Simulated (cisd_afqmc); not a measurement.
System: Ga, charge 0, doublet.

Phaseless AFQMC (cisd_afqmc on Ansatz's integrals) in cc-pVTZ, frozen core: how the trial state and the time step act. The spread is the standard deviation of the local energy over walkers; bars are one sigma, widened where a walk drifts.

| trial | step (1/Eh) | walkers x blocks averaged | spread (Eh) | energy (Eh) |
|---|---|---|---|---|
| CISD | 0.005 | 55800 | 0.003 | -1923.3094 ± 0.0001 |
| CISD | 0.0025 | 61200 | 0.003 | -1923.3095 ± 0.0001 |
| HF | 0.005 | 90000 | 0.048 | -1923.3077 ± 0.0004 |
